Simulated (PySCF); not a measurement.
# Correlation energy of As¹⁷⁺ (arsenic, charge +17)

[Ne] 3s2 3p4, high-spin 3P determinant. All numbers are calculated (PySCF 2.14, scalar relativity by spin-free X2C-1e, in an even-tempered Gaussian basis (19 s from 1.2 bohr⁻², ratio 2.5; 12 p from 1.6 bohr⁻², ratio 2.5; 5 d from 9.5 bohr⁻², ratio 2.7; 4 f from 14 bohr⁻², ratio 2.7)). Frozen: 1s2; 14 electrons correlated; the 22 highest virtual orbitals of each spin left out.

| level | correlation energy (mhartree) |
| --- | --- |
| CCSD | -547.52 |
| (T) | -2.50 |
| CCSD(T) | -550.02 |

Diagnostics: T1 = 0.0016, D1 = 0.0074, largest double amplitude 0.030.

Task: Is a single reference adequate?

Result: Yes, within this model without spin-orbit coupling: T1 lies below 0.03 and no double amplitude reaches 0.07.

At this charge the one-electron X2C treatment keeps the bare 1/r₁₂, with no two-electron picture change or Breit term. The effect here is smaller than on the frozen 1s shell; and a scalar Hamiltonian misses the large spin-orbit splitting of the p shells, which matters for ns² → np² pairs.

Spin-orbit coupling is strong in this species, so the high-spin LS determinant is a model state.
